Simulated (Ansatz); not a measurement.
This geometry of Cl3H2NTi + H2S (10 atoms, charge 0, multiplicity 1) is a first-order saddle point.

All numbers below come from RKS B3LYP/def2-SVP (Ansatz).

```xyz
10
Properties=species:S:1:pos:R:3
Ti 0.221 -0.352 -0.018
Cl -0.968 -1.106 2.329
Cl 1.462 -0.132 -1.816
Cl -0.479 1.696 0.396
N -1.014 -1.513 -0.732
H -1.828 -1.817 -0.199
H -1.063 -1.774 -1.716
S 1.978 -1.494 1.359
H 1.799 -2.662 0.696
H 0.471 -1.528 2.179
```

(1) Which two structures does it join? (They come from a converged band through this point; their orientation in space is the band's.)

(2) How far does it lie above each of them?

## Answers

(1) Bonds broken: Ti1–Cl2, S8–H10. Bonds formed: Ti1–S8, Cl2–H10. Cl3H2NTi + H2S becomes Cl2H3NSTi + ClH.

Initial state:

```xyz
10
Properties=species:S:1:pos:R:3
Ti -0.236 0.510 -0.119
Cl 0.556 0.323 1.935
Cl 1.248 1.494 -1.419
Cl -2.152 1.572 -0.257
N -0.517 -1.191 -0.716
H -1.157 -1.449 -1.469
H 0.000 -2.005 -0.354
S 1.247 -3.623 1.173
H 0.118 -3.858 1.882
H 1.474 -2.456 1.824
```

Final state:

```xyz
10
Properties=species:S:1:pos:R:3
Ti 0.521 -0.120 -0.356
Cl -1.459 -2.325 2.536
Cl 1.620 0.279 -2.212
Cl -0.307 1.651 0.640
N -0.777 -1.350 -0.750
H -1.405 -1.700 -0.017
H -0.983 -1.759 -1.661
S 1.838 -1.145 1.274
H 1.780 -2.354 0.662
H -0.247 -1.861 2.364
```

(2) 1.04 eV above the first and 0.41 eV above the second. This is the barrier of this one path; another mechanism may lie lower. The orbitals stay closed-shell, which can raise the energy where a bond breaks towards radicals; this wasn't checked here.

Time of the run: 5.8 min on 4 threads of Intel(R) Xeon(R) CPU @ 2.60GHz (Ice Lake), on a shared host, peak memory 0.47 GiB.
